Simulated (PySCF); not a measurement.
HO2Si, SMILES O=[Si]=[OH+], charge +1.

Coordinates come from a B3LYP-D3(BJ)/def2-TZVP optimisation. The isomer is the one that the SMILES or the coordinates give; other isomers of the formula were not compared.

Calculation: PySCF with PBE/def2-TZVPD.

Symmetry labels are those of the subgroup Cs that the program uses (full group Cs).

### Question
List the valence orbital energies around the gap with their symmetry. (An estimate is asked for; the answer gives what the named calculation found.)

### Answer

| orbital | symmetry | energy (eV) |
|---|---|---|
| HOMO−7 | A' | -34.29 |
| HOMO−6 | A' | -31.13 |
| HOMO−5 | A' | -23.30 |
| HOMO−4 | A' | -17.98 |
| HOMO−3 | A" | -17.51 |
| HOMO−2 | A' | -16.92 |
| HOMO−1 | A' | -15.26 |
| HOMO | A" | -15.22 |
| LUMO | A' | -11.53 |
| LUMO+1 | A' | -8.74 |
| LUMO+2 | A" | -8.44 |
| LUMO+3 | A' | -5.69 |
